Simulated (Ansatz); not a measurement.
Species: MoH₂, charge 0, multiplicity 5. The spin state was set by rule; other spins were not relaxed. 
Coordinates optimised at B3LYP-D3(BJ)/def2-TZVP (Ansatz, a program for electronic structure):
```xyz
3

Mo     0.0001    -0.0027    -0.0453
H      1.3883     0.0600     0.9546
H     -1.3935     0.0553     0.9474
```
Charge 0, spin multiplicity 5.

Dipole moments at this geometry, in debye (magnitudes).

```
level               program  dipole (D)
------------------  -------  ----------
r2SCAN/def2-TZVPD    Ansatz        2.71
B97M-V/def2-TZVPD    Ansatz        2.97
PBE0/def2-TZVPD      Ansatz        2.94
LC-wPBE/def2-TZVPD   Ansatz        3.43
CCSD(T)/def2-SVPD    Ansatz        3.35
```
